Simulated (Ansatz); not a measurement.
Isolated molecules relaxed with PBE0-D4/def2-TZVP in Ansatz; ΔE leaves out vibrations. CCSD(T)/CBS adds triple-zeta CCSD(T) − MP2 to the extrapolated MP2 energy (def2 sets, frozen cores). DFT in def2-TZVPP. One conformer a species, not always the lowest.

`C#CCOCC` + `C1[SiH2]S1` → `C#CC1[SiH2]S1` + `CCOC`  (formal exchange of groups at a C–C bond)

Task: Is it downhill or uphill in electronic energy at CCSD(T)/CBS, and by how much? (Estimate.)

Result: The calculation gave: Nearly level: ΔE = -0.03 eV.

Task: What do these levels give: PBE-D4, r2SCAN0-D4, BLYP, r2SCAN, PBE0, BHLYP? (Best estimate.)

Result: Ansatz gave: PBE-D4 -0.09, r2SCAN0-D4 -0.05, BLYP -0.09, r2SCAN -0.06, PBE0 -0.05, BHLYP -0.04 eV.

Largest T1 diagnostic among the species: 0.013.

Leaving LDA and LC-ωPBE aside and taking each functional with its dispersion term where it has one, the values, not all of them listed here, spread over 0.10 eV, from BLYP-D4 to ωB97X-V. At CCSD(T), def2-SVP lies −0.04 eV from the extrapolated value and def2-TZVPP +0.00 eV. From BLYP to BHLYP (50 % exact exchange), in def2-TZVPP and without D4, ΔE moves by +0.05 eV.
